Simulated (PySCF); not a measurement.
Simulated C 1s region for `CC(C)C1CCCC1`, binding energy against the vacuum level.

Every computed line was given a Gaussian of 0.4 eV full width at half maximum and an area set by the number of equivalent atoms; the highest printed point is 100. Method: delta-SCF UKS SCAN, pcX-2 on the ionised atom, pcseg-1 elsewhere, spin-free X2C in PySCF.

(binding energy (eV), intensity): (289.5, 0), (289.6, 1), (289.7, 4), (289.8, 13), (289.9, 33), (290.0, 62), (290.1, 90), (290.2, 100), (290.3, 84), (290.4, 53), (290.5, 25), (290.6, 8), (290.7, 2), (290.8, 0)

Task: Count the maxima, the lines and the sites behind this envelope.

Result: The curve has 1 maximum (at 290.2 eV). Under it lie 5 lines from 5 inequivalent carbon sites. At this width some lines have no maximum of their own.

Task: Decompose the envelope and assign each component. Numbering: `[CH3:1][CH:2]([CH3:3])[CH:4]1[CH2:5][CH2:6][CH2:7][CH2:8]1`.

Result: 
```
position (eV)  relative area  line  atoms      environment
       290.03              1  C 1s     C4    sp3 CH carbon
       290.10              2  C 1s  C5/C8  ring CH2 carbon
       290.23              2  C 1s  C6/C7  ring CH2 carbon
       290.24              2  C 1s  C1/C3    methyl carbon
       290.27              1  C 1s     C2    sp3 CH carbon
```

Task: What are the centre and the root-mean-square width of the whole band?

Result: The area-weighted mean of the lines is 290.18 eV. Their own spread about it is 0.08 eV (rms) and each Gaussian has σ = 0.4/2.355 = 0.17 eV; the variances add, which gives 0.19 eV.

The 5 C 1s values lie within 0.24 eV of each other; Gaussian lines of 0.5 eV full width would blend them into one maximum.

No satellites, vibrations or lifetime broadening are included. Topologically equivalent atoms share the value of their first member; where this conformer doesn't relate them by symmetry, their own values could differ. Isolated species at its PBE0-D3(BJ)/def2-SVP geometry (one conformer only).
